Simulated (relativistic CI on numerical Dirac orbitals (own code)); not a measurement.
**One change at a time: Sm³⁴⁺**

Base calculation: Dirac-Coulomb-Breit CI, orbitals from a KLI potential per configuration, a model potential for QED, unscaled Slater integrals.

Configuration list (outside the closed core [Ne]): 3s²3p⁶3d¹⁰, 3s²3p⁶3d⁹4s, 3s²3p⁶3d⁹4p, 3s²3p⁶3d⁹4d, 3s²3p⁵3d¹⁰4s, 3s²3p⁶3d⁹4f, 3s²3p⁵3d¹⁰4p, 3s²3p⁶3d⁸4s², 3s²3p⁶3d⁸4s4p, 3s²3p⁵3d¹⁰4d, 3s²3p⁶3d⁹5s, 3s3p⁶3d¹⁰4s, 3s²3p⁶3d⁸4p², 3s²3p⁶3d⁹5p, 3s²3p⁶3d⁸4s4d, 3s²3p⁵3d¹⁰4f. Levels of other configurations are missing.

The lowest level and the first level of each name with at least 55 % of one term (blank where a level has no safe partner in the second run):

```
           Level  Base (eV)  Shift (eV)
  3s²3p⁶3d¹⁰ ¹S0       0.00        0.00
 3s²3p⁶3d⁹4s ³D3     932.61       +0.11
 3s²3p⁶3d⁹4s ¹D2     934.02       -0.03
 3s²3p⁶3d⁹4s ³D1     960.20       +0.10
 3s²3p⁶3d⁹4s ³D2     961.18       -0.02
3s²3p⁶3d⁹4p ³P°2    1001.96       +0.21
3s²3p⁶3d⁹4p ³F°2    1029.69       +0.14
3s²3p⁶3d⁹4p ³F°4    1042.00       +0.19
3s²3p⁶3d⁹4p ¹P°1    1044.50       -0.03
3s²3p⁶3d⁹4p ³D°3    1045.97       -0.22
3s²3p⁶3d⁹4p ³P°0    1066.92       +0.49
 3s²3p⁶3d⁹4d ³S1    1148.51       +0.79
 3s²3p⁶3d⁹4d ¹P1    1159.13       +0.36
 3s²3p⁶3d⁹4d ³G5    1160.11       +0.27
```

At this charge energies of transitions that change n are usually good to better than 1 %, and those within a shell (Δn = 0) to a few per cent.

(1) One thing was changed in a second run, which moved the levels as shown. Which?
A. valence Slater integrals scaled by 0.9
B. configuration mixing switched off
C. QED terms removed
D. Breit term removed

## Answers

(1) A. Valence Slater integrals scaled by 0.9. Scaling acts on the splittings between terms and on the mixing, and leaves the fine structure of pure LS terms nearly alone; in jj coupling it moves the levels of one term differently.

LS names give the leading component of a level, which can be under half, so a name can repeat, a term be missing and a line seem to break the LS rules.
